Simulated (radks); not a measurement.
Tl36+, configuration [Kr] 4d9. Method: scalar-relativistic Kohn-Sham, BLYP, spin-polarised, spherical densities, finite nucleus; open shells are filled with parallel spins first (spin-orbit coupling, left out, can overturn this in heavy ions); Fermi nuclear charge, rms radius 5.4759 fm; computed with a radial shooting solver on a logarithmic mesh with Libxc functionals. Some entries of the table are withheld. Estimate them.

| orbital | occ. | eigenvalue (hartree) | <r> (bohr) |
|---|---|---|---|
| 1s up | 1 | -3199.180 | 0.01632 |
| 1s down | 1 | -3199.179 | 0.01632 |
| 2s up | 1 | -614.2209 | 0.06878 |
| 2s down | 1 | -614.1791 | 0.06878 |
| 2p up | 3 | -536.0253 | 0.06236 |
| 2p down | 3 | -535.9906 | 0.06236 |
| 3s up | 1 | -187.4768 | 0.1767 |
| 3s down | 1 | -187.4567 | 0.1767 |
| 3p up | 3 | -164.9102 | 0.1780 |
| 3p down | 3 | -164.8879 | 0.1780 |
| 3d up | 5 | (1) | (2) |
| 3d down | 5 | (3) | (4) |
| 4s up | 1 | -78.42386 | 0.3666 |
| 4s down | 1 | -78.33090 | 0.3667 |
| 4p up | 3 | -70.36686 | 0.3821 |
| 4p down | 3 | -70.27554 | 0.3821 |
| 4d up | 5 | (5) | 0.3844 |
| 4d down | 4 | (6) | 0.3845 |

Answer. 
(1) 3d up eigenvalue (hartree): -141.7297
(2) 3d up <r> (bohr): 0.1611
(3) 3d down eigenvalue (hartree): -141.6955
(4) 3d down <r> (bohr): 0.1611
(5) 4d up eigenvalue (hartree): -61.35430
(6) 4d down eigenvalue (hartree): -61.26292
